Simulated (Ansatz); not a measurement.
Computed with Ansatz on PBE0-D4/def2-TZVP structures; ΔE is electronic, products minus reactants. CBS: MP2 limit from def2 TZ/QZ plus the TZ coupled-cluster correction, frozen cores. This one scheme is used for every species. DFT in def2-TZVPP. def2 core potentials past Kr. For I outer-core shells are correlated without core-valence functions, which leaves a few kJ/mol of doubt a bond. Each species was taken in one conformer, which may not be the lowest.

Consider the substitution at a C–Si bond: `FCC[SiH3]` + HI → `FCCI` + SiH₄.

| level | ΔE (kcal/mol) | difference from CCSD(T)/CBS |
| --- | --- | --- |
| LDA (SPW92) | 9.6 | 2.7 |
| PBE-D4 | 7.8 | 0.9 |
| r2SCANh-D4 | 8.8 | 1.9 |
| ωB97X-V | 8.5 | 1.6 |
| PBE | 7.7 | 0.8 |
| PBE0 | 8.5 | 1.6 |
| RPA@PBE/def2-TZVPP | 6.9 | 0.0 |
| CCSD(T)/def2-SVP | 10.0 | 3.1 |
| CCSD(T)/def2-TZVPP | 7.7 | 0.8 |
| HF/def2-QZVPP | 7.9 | 1.0 |
| CCSD(T)/CBS | 6.9 | 0 |

Largest T1 diagnostic among the species: 0.011.

At CCSD(T), def2-SVP lies +3.1 kcal/mol from the extrapolated value and def2-TZVPP +0.8 kcal/mol. From BLYP to BHLYP (50 % exact exchange), in def2-TZVPP and without D4, ΔE moves by +1.7 kcal/mol. Leaving LDA and LC-ωPBE aside and taking each functional with its dispersion term where it has one, the values, not all of them listed here, spread over 2.1 kcal/mol, from BLYP-D4 to r2SCAN0-D4. LDA lies +1.9 kcal/mol from PBE without D4.
